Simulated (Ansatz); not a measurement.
Born–Oppenheimer molecular dynamics of CH$_{8}$AlNO$_{2}$ (13 atoms, charge 0, multiplicity 1). It starts at the highest image of a converged band. Of that band: Neighbouring images differ by up to 1.4 eV, so the band resolves the path poorly. A vibrational analysis at the climbing image gives one clearly imaginary mode, 1328i cm⁻¹: a first-order saddle point.

Level of theory: RKS BHLYP-D4/def2-SVP (Ansatz 0.2.0).

```
ensemble                      : NVE (velocity Verlet)
time step                     : 0.5 fs
steps asked                   : 200
starting velocities drawn for : 100 K
seed                          : 2993
```

First frame:

```xyz
13
Properties=species:S:1:pos:R:3
Al 0.100 0.790 -0.689
N -0.014 -0.111 0.940
C -0.411 -1.498 1.089
O -0.184 -0.245 -1.997
O -0.325 2.425 -0.582
H 1.298 0.189 0.502
H 1.851 0.612 -0.206
H -0.246 0.448 1.751
H -0.086 -2.066 0.214
H 0.035 -1.958 1.977
H -1.499 -1.614 1.161
H -0.230 -0.087 -2.930
H -0.289 3.116 -1.230
```

Q: How far do the bonds stretch over the last three quarters of this one trajectory? (Pairs bonded in most of those frames.)

A: 
| bond | mean (Å) | spread (Å) | shortest | longest |
| --- | --- | --- | --- | --- |
| Al1–N2 | 1.756 | 0.017 | 1.71 | 1.78 |
| Al1–O4 | 1.686 | 0.028 | 1.64 | 1.73 |
| Al1–O5 | 1.687 | 0.021 | 1.65 | 1.72 |
| N2–C3 | 1.451 | 0.020 | 1.42 | 1.48 |
| N2–H8 | 1.007 | 0.002 | 1.00 | 1.01 |
| C3–H9 | 1.095 | 0.005 | 1.09 | 1.10 |
| C3–H10 | 1.096 | 0.003 | 1.09 | 1.10 |
| C3–H11 | 1.100 | 0.003 | 1.09 | 1.11 |
| O4–H12 | 0.947 | 0.004 | 0.94 | 0.96 |
| O5–H13 | 0.948 | 0.002 | 0.94 | 0.95 |
| H6–H7 | 0.754 | 0.009 | 0.74 | 0.77 |

Mean temperature of the second half: 457 K. The conserved energy stayed within 0.03 meV per atom of its start (net change 0.013 meV per atom), so the integration is sound. The system heated up, since it started high on the potential surface and ran downhill. A run of 0.1 ps of so small a system gives no equilibrium averages. The orbitals stay closed-shell, which can raise the energy where a bond breaks towards radicals; this wasn't checked here.

Time of the run: 8.4 min on 2 threads of Intel(R) Xeon(R) Platinum 8375C CPU @ 2.90GHz (Ice Lake), with other jobs on the host, peak memory 0.28 GiB.
